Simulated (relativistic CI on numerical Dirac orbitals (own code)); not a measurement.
**Hyperfine structure of Ge XXIX, mass number 73**

Method of calculation: Dirac-Coulomb-Breit CI, KLI orbitals optimised for each configuration, model QED, unscaled Slater integrals (own radial code, finite nucleus).

Configuration list (outside the closed core 1s2): 2s2, 2s.2p, 2p2, 2p.3s, 2p.3p, 2s.3s, 2s.3p, 2s.3d, 2s.4s, 2s.4p, 2s.4d, 2s.4f, 3s2, 3s.3p, 3p2. Levels of other configurations are missing.

Nuclear spin I = 9/2, μ = -0.87824 μN, Q = -0.196 b (tables of Stone and Pyykkö). The electronic factors are computed for point nuclear moments, without core polarisation or the Bohr-Weisskopf and QED corrections.

```json
{"Level": "2s.2p 3P°_1", "E (10³ cm⁻¹)": "503.2", "A (GHz)": "-111.1", "B (GHz)": "9.14"}
{"Level": "2s.2p 3P°_2", "E (10³ cm⁻¹)": "746.9", "A (GHz)": "-59.45", "B (GHz)": "-21.9"}
{"Level": "2s.2p 1P°_1", "E (10³ cm⁻¹)": "1089.4", "A (GHz)": "13.86", "B (GHz)": "-20.1"}
{"Level": "2p2 3P_1", "E (10³ cm⁻¹)": "1456.6", "A (GHz)": "1.398", "B (GHz)": "-10.9"}
{"Level": "2p2 3P_2", "E (10³ cm⁻¹)": "1526.6", "A (GHz)": "-22.74", "B (GHz)": "-6.61"}
{"Level": "2p2 1D_2", "E (10³ cm⁻¹)": "1818.9", "A (GHz)": "-13.36", "B (GHz)": "-15"}
{"Level": "2s.3s 3S_1", "E (10³ cm⁻¹)": "14000.0", "A (GHz)": "-130", "B (GHz)": "0.00717"}
{"Level": "2s.3p 3P°_1", "E (10³ cm⁻¹)": "14220.9", "A (GHz)": "-110.2", "B (GHz)": "-0.126"}
```

Levels with J = 0, under 50 % of one LS term, or S terms without an open s electron are left out. Small factors come from cancelling terms and can be off by tens of per cent or more.

At this charge energies of transitions that change n are usually good to better than 1 %, and those within a shell (Δn = 0) to a few per cent.

Q: Give the hyperfine levels of 2s.2p 3P°_1 relative to its centre of gravity.

A: With K = F(F + 1) − I(I + 1) − J(J + 1), E = AK/2 + B[¾K(K + 1) − I(I + 1)J(J + 1)]/[2I(2I − 1)J(2J − 1)]: F = 7/2: 615.1, F = 9/2: 105, F = 11/2: -497.5 GHz.

LS names give the leading component of a level, which can be under half, so a name can repeat, a term be missing and a line seem to break the LS rules.
